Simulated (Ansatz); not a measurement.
Species: chloro(propoxy)silane, C$_{3}$H$_{9}$ClOSi, net charge 0, singlet state. 
Structure (B3LYP-D3(BJ)/def2-TZVP (Ansatz, a program for electronic structure) minimum search):
```
C
H 1 1.0945
H 1 1.0966 2 107.74
O 1 1.4299 2 109.09 3 -119.02
C 1 1.5156 2 110.48 3 120.59
H 5 1.0927 1 108.46 2 62.81
H 5 1.0929 6 106.79 1 -116.95
C 5 1.5261 6 110.41 7 -120.06
H 8 1.0905 5 110.98 6 58.94
H 8 1.0925 9 107.67 5 122.05
H 8 1.0926 9 107.65 10 115.85
Si 4 1.6274 1 125.20 2 68.36
H 12 1.4694 4 107.00 1 179.50
H 12 1.4773 13 113.03 4 123.00
Cl 12 2.0716 13 108.52 14 117.13
```
Charge 0, spin multiplicity 1.

Basis-set convergence of Hartree-Fock and CCSD correlation energies (hartree) with Ansatz. Correlated levels leave the core frozen unless marked. No spin-orbit coupling. No relativistic terms.

| basis | functions | E(HF) | E(corr, CCSD) |
|---|---|---|---|
| cc-pV(D+d)Z | 147 | -942.25435 | -0.92219 |
| cc-pV(T+d)Z | 324 | -942.34941 | -1.13631 |
| cc-pV(Q+d)Z | 618 | -942.37067 | -1.20605 |

Extrapolating the two largest sets (X = 3 and 4) as X^-3: E(corr) = (64·(-1.20605) - 27·(-1.13631))/37 = -1.2569 Eh, an estimate of the basis-set limit. The largest set recovers 96.0 % of it, the smallest 73.4 %.
